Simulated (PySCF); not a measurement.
## How exact exchange moves a shielding

Molecule: `[Si@H](SC)(N)P`, CH8NPSSi.

Numbering as in the mapped SMILES `[CH3:1][S:2][Si@@H:3]([NH2:4])[PH2:5]`. Hydrogens are named by the atom that carries them.

GIAO shieldings (ppm, equivalent atoms averaged) in PySCF 2.14.0 with density-fitted response routines on the PBE0-D3(BJ)/def2-SVP geometry, basis pcSseg-1, gas phase, non-relativistic:

| functional | exact exchange (%) | σ(S2) | σ(Si3) | σ(N4) |
| --- | --- | --- | --- | --- |
| BLYP | 0 | 596.2 | 322.8 | 235.5 |
| BP86 | 0 | 616.5 | 333.2 | 237.8 |
| PBE | 0 | 618.4 | 334.4 | 238.7 |
| B3LYP | 20 | 626.3 | 336.6 | 240.3 |
| PBE0 | 25 | 653.9 | 351.3 | 244.3 |
| BHandHLYP | 50 | 664.3 | 357.8 | 246.3 |
| HF | 100 | 723.0 | 396.7 | 254.1 |

Task: Fit each shielding as a line in the percentage of exact exchange.

Result: σ(S2) = 611.4 + 1.12 x (rms 9.1 ppm); σ(Si3) = 329.3 + 0.66 x (rms 4.9 ppm); σ(N4) = 237.7 + 0.17 x (rms 1.3 ppm). The functionals also differ in their semilocal parts, which the line can't hold; Hartree–Fock has no correlation at all.

Task: What does the line predict for mPW1PW91 (25 %), and what does the run give?

Result: σ(S2): 639.4 predicted, 651.4 computed; σ(Si3): 345.8 predicted, 349.9 computed; σ(N4): 241.9 predicted, 243.5 computed ppm.
